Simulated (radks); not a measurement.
The numbers below are computed, except where a source is named.
O, 8 electrons, occupied as [He] 2s2 2p4.

Code: a radial shooting solver on a logarithmic mesh with Libxc functionals. Model: non-relativistic Kohn-Sham, SCAN, spin-polarised, spherical densities, point nucleus; open shells are filled with parallel spins first; meta-GGA in the generalised Kohn-Sham scheme.

Energy parts (hartree):
total: -75.04403
kinetic: 74.84215
electron-nucleus: -178.04700
Hartree: 36.55748
exchange-correlation: -8.39665

Orbitals (lengths in bohr, moments of r in powers of bohr; r(max) is where P^2 peaks):
orbital  occ.  eigenvalue (hartree)     <r^4>    <r^2>  r(max)
1s up       1             -19.11140  0.007675  0.05397  0.1294
1s down     1             -19.04969  0.007499  0.05347  0.1293
2s up       1              -0.99283     4.615    1.530  0.8649
2s down     1              -0.83596     5.587    1.659  0.8820
2p up       3              -0.40353     9.424    1.922  0.8119
2p down     1              -0.24928     17.38    2.479  0.8536

The highest occupied level is 2p down at -6.783 eV. Spin moment in Bohr magnetons: 2. For comparison, the ionisation energy in NIST's Atomic Spectra Database is 13.618 eV (measured). In exact Kohn-Sham theory the highest level is minus the ionisation energy, but local and semilocal functionals leave it too shallow, through self-interaction and a potential that decays too fast; potentials with the right tail come closer.
